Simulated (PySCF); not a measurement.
PySCF input for CH5ClFNSi, SMILES NC[Si@H](F)Cl, SMD-PBE0/6-31G*. Geometry: PBE0-D3(BJ)/def2-SVP. The structure was generated by enumeration; whether it is a known compound was not checked. The values are those of a single conformer.

```python
import numpy as np
from pyscf import gto, scf, dft
from pyscf.solvent import smd

mol = gto.M(
    atom='''
    N    -2.49502210    0.16027937    0.80100649
    C    -1.45765452   -0.59644794    0.10919599
    Si    0.24413215    0.14195032    0.34364006
    F     0.16454386    1.68453999   -0.16313416
    Cl    1.68449465   -0.81673095   -0.77370491
    H    -2.34271260    0.16776561    1.80766281
    H    -2.50111910    1.13156336    0.49545689
    H    -1.68679798   -0.64337951   -0.96956265
    H    -1.46845071   -1.64609684    0.44925575
    H     0.67500832    0.18314130    1.76519594
    ''',
    basis='6-31G*',
    charge=0,
    spin=0,
    max_memory=1600,
    verbose=3,
)
mf = dft.RKS(mol, xc='pbe0').density_fit(auxbasis='def2-universal-jkfit')
mf.grids.level = 3
mf.conv_tol = 1e-9
mf.max_cycle = 100
mf.kernel()
res = {}
for name in ['water', 'dichloromethane', 'n-hexane']:
    s = mf.SMD()
    s.with_solvent.solvent, s.with_solvent.sasa_ng = name, 302
    s.kernel(mf.make_rdm1())
    res[name] = (s.e_tot, s.with_solvent.get_cds(), s.dip_moment(), s.mo_energy, s.converged)
    print(f'SMD {name}: dG(solv) = {(s.e_tot - mf.e_tot) * 627.509474:.3f} kcal/mol, of which CDS {res[name][1] * 627.509474:.3f}')
```

Program output:

```
converged SCF energy = -944.983147797457
converged SCF energy = -944.98979803873
Dipole moment(X, Y, Z, Debye): -1.19054, -0.23595,  1.92192
SMD water: dG(solv) = -4.173 kcal/mol, of which CDS 2.955
converged SCF energy = -944.993319425095
Dipole moment(X, Y, Z, Debye): -1.16506, -0.23401,  1.84914
SMD dichloromethane: dG(solv) = -6.383 kcal/mol, of which CDS -0.368
converged SCF energy = -944.988070433509
Dipole moment(X, Y, Z, Debye): -1.06297, -0.22087,  1.64380
SMD n-hexane: dG(solv) = -3.089 kcal/mol, of which CDS -0.556
```

Self-consistency was reached.
